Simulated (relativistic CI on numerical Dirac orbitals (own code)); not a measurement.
How well does a small relativistic CI reproduce Mo⁵⁺?

Method of calculation: Dirac-Coulomb-Breit CI, orbitals from a KLI potential per configuration, a model potential for QED, valence Slater integrals scaled by 0.85, P86 correlation energy added to each configuration (own radial code, finite nucleus).

CI space (outside the closed core [Ar] 3d10): 4s2 4p6 4d, 4s2 4p6 5s, 4s2 4p6 4f, 4s2 4p6 5p, 4s2 4p5 4d2, 4s2 4p6 5d, 4s2 4p6 6s, 4s2 4p6 6p, 4s 4p6 4d2, 4s2 4p5 4d 4f, 4s2 4p6 5f, 4s2 4p6 6d, 4s2 4p6 5g, 4s2 4p6 7s, 4s2 4p6 7p, 4s2 4p6 6f, 4s2 4p6 8s, 4s2 4p5 4d 5s, 4s2 4p5 4d 5p, 4s 4p6 4d 4f, 4s2 4p5 4d 5d, 4s2 4p5 4d 6s, 4p6 4d3, 4p5 4d4. Double excitations out of closed p, d and f shells are left out; levels of such configurations are missing from the list, as are those of other unlisted configurations, and high levels can miss mixing partners. These lack a partner that the ground configuration has and come out too high: 4s2 4p5 4d 4f, 4s2 4p5 4d 5s, 4s2 4p5 4d 5p, 4s2 4p5 4d 5d, 4s2 4p5 4d 6s.

| Configuration | Term (tabulated) | J | Measured (cm⁻¹) | Computed | Error | Purity (%) |
| --- | --- | --- | --- | --- | --- | --- |
| 4s2 4p6 4d | 2D | 3/2 | 0.0 | 0 | 0 | 99 |
| 4s2 4p6 4d | 2D | 5/2 | 2584.3 | 2457 | -127 | 99 |
| 4s2 4p6 5s | 2S | 1/2 | 119727.3 | 125196 | 5469 | 99 |
| 4s2 4p6 5p | 2P° | 1/2 | 182405.5 | 187927 | 5521 | 99 |
| 4s2 4p6 5p | 2P° | 3/2 | 187882.8 | 192670 | 4787 | 99 |
| 4s2 4p6 4f | 2F° | 5/2 | 267048.8 | 279202 | 12153 | 84 |
| 4s2 4p6 4f | 2F° | 7/2 | 267458.4 | 279650 | 12192 | 85 |
| 4s2 4p6 6s | 2S | 1/2 | 313809.1 | 319081 | 5272 | 100 |
| 4s2 4p6 5f | 2F° | 7/2 | 368206.3 | 375609 | 7403 | 63 |
| 4s2 4p6 5g | 2G | 7/2 | 395184.6 | 401774 | 6589 | 100 |
| 4s2 4p6 5g | 2G | 9/2 | 395186.7 | 401777 | 6590 | 100 |
| 4s2 4p6 7s | 2S | 1/2 | 400769.5 | 405210 | 4440 | 100 |
| 4s2 4p5 4d 5s | 4P° | 5/2 | 426490.0 | 437501 | 11011 | 88 |
| 4s2 4p6 8s | 2S | 1/2 | 447738.6 | 452024 | 4285 | 100 |
| 4s2 4p5 4d 5s | 4D° | 7/2 | 448050.0 | 458461 | 10411 | 66 |
| 4s2 4p5 4d 5s | 4D° | 1/2 | 454863.0 | 466326 | 11463 | 93 |

Measured levels from Sugar and Musgrove, J. Phys. Chem. Ref. Data 17, 155 (1988); pairs were made by configuration, J and term (by order where the table uses no LS term), so strongly mixed levels may be paired wrongly.

Mean error by configuration (cm⁻¹): 4s2 4p6 4d -127; 4s2 4p6 5s 5469; 4s2 4p6 5p 5154; 4s2 4p6 4f 12173; 4s2 4p6 6s 5272; 4s2 4p6 5f 7403; 4s2 4p6 5g 6590; 4s2 4p6 7s 4440; 4s2 4p5 4d 5s 10962; 4s2 4p6 8s 4285. Over the excited levels the mean absolute error is 7181 cm⁻¹ (15 of the 23 excited levels that our extract of the source holds in range could be paired, and the others can miss by more), and the median relative error of those above 1,000 cm⁻¹ is 2.5 %.
